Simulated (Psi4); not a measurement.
tellurium hexafluoride (F₆Te), singlet, geometry from GFN2-xTB (core potentials on Te); M06-2X/def2-SVP in Psi4.

Here is a job for Psi4.
```
memory 2 GB

molecule {
0 1
F    -0.45314588   -1.29290688   -1.28881114
Te   -0.00000000    0.00000000   -0.00000000
F     1.81854678   -0.20347278   -0.43528149
F     0.15978096   -1.35091604    1.29903018
F    -0.15978096    1.35091604   -1.29903018
F     0.45314588    1.29290688    1.28881114
F    -1.81854678    0.20347278    0.43528149
}

set {
  basis def2-svp
  damping_percentage 20
}

energy('m06-2x')
print_variables()
```

What the program printed (banner, timings and long lists left out):

```
   => Loading Basis Set <=

    Name: DEF2-SVP
    Role: ORBITAL
    Keyword: BASIS

    !!!  WARNING: ECP capability is in beta. Please check occupations closely.  !!!

         ---------------------------------------------------------
                                   SCF
               by Justin Turney, Rob Parrish, Andy Simmonett
                          and Daniel G. A. Smith
                              RKS Reference
         ---------------------------------------------------------

  ==> Geometry <==

    Molecular point group: ci
    Full point group: Ih

    Geometry (in Angstrom), charge = 0, multiplicity = 1:

       Center              X                  Y                   Z               Mass
    ------------   -----------------  -----------------  -----------------  -----------------
         F           -0.453145880000    -1.292906880000    -1.288811140000    18.998403162730
         TE           0.000000000000     0.000000000000     0.000000000000   129.906222748000
         F            1.818546780000    -0.203472780000    -0.435281490000    18.998403162730
         F            0.159780960000    -1.350916040000     1.299030180000    18.998403162730
         F           -0.159780960000     1.350916040000    -1.299030180000    18.998403162730
         F            0.453145880000     1.292906880000     1.288811140000    18.998403162730
         F           -1.818546780000     0.203472780000     0.435281490000    18.998403162730

  Running in ci symmetry.

  Rotational constants: A =      0.06270  B =      0.06270  C =      0.06270 [cm^-1]
  Rotational constants: A =   1879.68165  B =   1879.68165  C =   1879.68164 [MHz]
  Nuclear repulsion =  592.155369882311447

  Charge       = 0
  Multiplicity = 1
  Electrons    = 78
  Nalpha       = 39
  Nbeta        = 39

  ==> Algorithm <==

  SCF Algorithm Type is DF.
  DIIS enabled.
  MOM disabled.
  Fractional occupation disabled.
  Guess Type is SAD.
  Energy threshold   = 1.00e-06
  Density threshold  = 1.00e-06
  Integral threshold = 1.00e-12

  ==> Primary Basis <==

  Basis Set: DEF2-SVP
    Blend: DEF2-SVP
    Number of shells: 46
    Number of basis functions: 110
    Number of Cartesian functions: 118
    Spherical Harmonics?: true
    Max angular momentum: 2

  Core potential: DEF2-SVP
    Number of shells: 4
    Number of ECP primitives: 18
    Number of ECP core electrons: 28
    Max angular momentum: 3

  ==> DFT Potential <==

   => LibXC <=

    Version 7.1.2
    S. Lehtola, C. Steigemann, M. J. T. Oliveira, and M. A. L. Marques,  SoftwareX 7, 1–5 (2018) (10.1016/j.softx.2017.11.002)

   => Composite Functional: M06-2X <=

    Hybrid M06-2X Meta-GGA XC Functional  (10.1007/s00214-007-0310-x)
    Y. Zhao and D. G. Truhlar,  Theor. Chem. Acc., 120, 215, 2008

    Deriv               =              1
    GGA                 =           TRUE
    Meta                =           TRUE

    Exchange Hybrid     =           TRUE
    MP2 Hybrid          =          FALSE

   => Exchange Functionals <=

    1.0000   XC_HYB_MGGA_X_M06_2X

   => Exact (HF) Exchange <=

    0.5400               HF

   => Correlation Functionals <=

    1.0000   XC_MGGA_C_M06_2X

   => LibXC Density Thresholds  <==

    XC_MGGA_C_M06_2X:  1.00E-12
    XC_HYB_MGGA_X_M06_2X:  1.00E-15

   => Molecular Quadrature <=

    Radial Scheme          =       TREUTLER
    Pruning Scheme         =           NONE
    Nuclear Scheme         =       TREUTLER

    Blocking Scheme        =         OCTREE
    BS radius alpha        =              1
    Pruning alpha          =              1
    Radial Points          =             75
    Spherical Points       =            302
    Total Points           =         151266
    Total Blocks           =           1198
    Max Points             =            256
    Max Functions          =            106
    Weights Tolerance      =       1.00E-15

   => Loading Basis Set <=

    Name: (DEF2-SVP AUX)
    Role: JKFIT
    Keyword: DF_BASIS_SCF

  ==> Integral Setup <==

  SCF_SUBTYPE=INCORE selected. In-core MEM_DF algorithm will be used.
  Using in-core AOs.

  ==> MemDFJK: Density-Fitted J/K Matrices <==

    J tasked:                   Yes
    K tasked:                   Yes
    wK tasked:                   No
    Algorithm:                 Core
    Schwarz Cutoff:           1E-12
    Mask sparsity (%):       6.5785
    Fitting Condition:        1E-10

   => Auxiliary Basis Set <=

  Basis Set: (DEF2-SVP AUX)
    Blend: DEF2-UNIVERSAL-JKFIT
    Number of shells: 196
    Number of basis functions: 680
    Number of Cartesian functions: 867
    Spherical Harmonics?: true
    Max angular momentum: 5

  Minimum eigenvalue in the overlap matrix is 2.4161947317E-02.
  Reciprocal condition number of the overlap matrix is 6.8545086535E-03.
    Using symmetric orthogonalization.

  ==> Pre-Iterations <==

  SCF Guess: Superposition of Atomic Densities via on-the-fly atomic UHF (no occupation information).

   -------------------------
    Irrep   Nso     Nmo
   -------------------------
     Ag        56      56
     Au        54      54
   -------------------------
    Total     110     110
   -------------------------

  ==> Iterations <==

                           Total Energy        Delta E     RMS |[F,P]|

   @DF-RKS iter SAD:  -863.13190140689767   -8.63132e+02   0.00000e+00
   @DF-RKS iter   1:  -866.05713617284948   -2.92523e+00   9.70685e-03 ADIIS/DIIS
   @DF-RKS iter   2:  -866.00283699704937    5.42992e-02   1.14915e-02 ADIIS/DIIS/DAMP=20%
   @DF-RKS iter   3:  -865.93613524547823    6.67018e-02   1.18777e-03 ADIIS/DIIS/DAMP=20%
   @DF-RKS iter   4:  -866.20557086043095   -2.69436e-01   1.45745e-03 ADIIS/DIIS/DAMP=20%
   @DF-RKS iter   5:  -866.23048765486294   -2.49168e-02   5.70970e-04 ADIIS/DIIS/DAMP=20%
   @DF-RKS iter   6:  -866.24832420503537   -1.78366e-02   2.32319e-04 ADIIS/DIIS/DAMP=20%
   @DF-RKS iter   7:  -866.25523246136595   -6.90826e-03   9.43154e-05 DIIS/DAMP=20%
   @DF-RKS iter   8:  -866.26059267233700   -5.36021e-03   4.39036e-05 DIIS/DAMP=20%
   @DF-RKS iter   9:  -866.26107883185603   -4.86160e-04   9.47860e-06 DIIS/DAMP=20%
   @DF-RKS iter  10:  -866.26219542685715   -1.11660e-03   5.05644e-06 DIIS/DAMP=20%
   @DF-RKS iter  11:  -866.26234741941892   -1.51993e-04   2.10889e-06 DIIS/DAMP=20%
   @DF-RKS iter  12:  -866.26243208446022   -8.46650e-05   1.25848e-06 DIIS/DAMP=20%
   @DF-RKS iter  13:  -866.26244050830928   -8.42385e-06   3.96704e-07 DIIS/DAMP=20%
   @DF-RKS iter  14:  -866.26246336432689   -2.28560e-05   2.40641e-07 DIIS/DAMP=20%
   @DF-RKS iter  15:  -866.26246491168831   -1.54736e-06   1.03018e-08 DIIS/DAMP=20%
   @DF-RKS iter  16:  -866.26247217598996   -7.26430e-06   1.48795e-08 DIIS/DAMP=20%
   @DF-RKS iter  17:  -866.26247398739145   -1.81140e-06   1.32706e-08 DIIS/DAMP=20%
   @DF-RKS iter  18:  -866.26247411049758   -1.23106e-07   1.68417e-08 DIIS/DAMP=20%
  Energy and wave function converged.

  ==> Post-Iterations <==

   Electrons on quadrature grid:
      Ntotal   =   77.9999685017 ; deviation = -3.150e-05

    Orbital Energies [Eh]
    ---------------------

    Doubly Occupied:

[...]
    Virtual:

[...]
    Final Occupation by Irrep:
             Ag    Au
    DOCC [    21,   18 ]
    NA   [    21,   18 ]
    NB   [    21,   18 ]

  @DF-RKS Final Energy:  -866.26247411049758

   => Energetics <=

    Nuclear Repulsion Energy =            592.1553698823114473
    One-Electron Energy =               -2478.3131935529208931
    Two-Electron Energy =                1060.0226141095745334
    DFT Exchange-Correlation Energy =     -40.1272645494624456
    Empirical Dispersion Energy =           0.0000000000000000
    VV10 Nonlocal Energy =                  0.0000000000000000
    Total Energy =                       -866.2624741104974646

Computation Completed

Properties will be evaluated at   0.000000,   0.000000,   0.000000 [a0]

Properties computed using the SCF density matrix

 Multipole Moments:

 ------------------------------------------------------------------------------------
     Multipole            Electronic (a.u.)      Nuclear  (a.u.)        Total (a.u.)
 ------------------------------------------------------------------------------------

 L = 1.  Multiply by 2.5417464519 to convert [e a0] to [Debye]
 Dipole X            :          0.0000000            0.0000000            0.0000000
 Dipole Y            :          0.0000000            0.0000000            0.0000000
 Dipole Z            :          0.0000000           -0.0000000           -0.0000000
 Magnitude           :                                                    0.0000000

 ------------------------------------------------------------------------------------

  Variable Map:
  ----------------------------------------------------------------------------
[...]
  Array Variable Map:
  ----------------------------------------------------------------------------
[...]
[...]
```
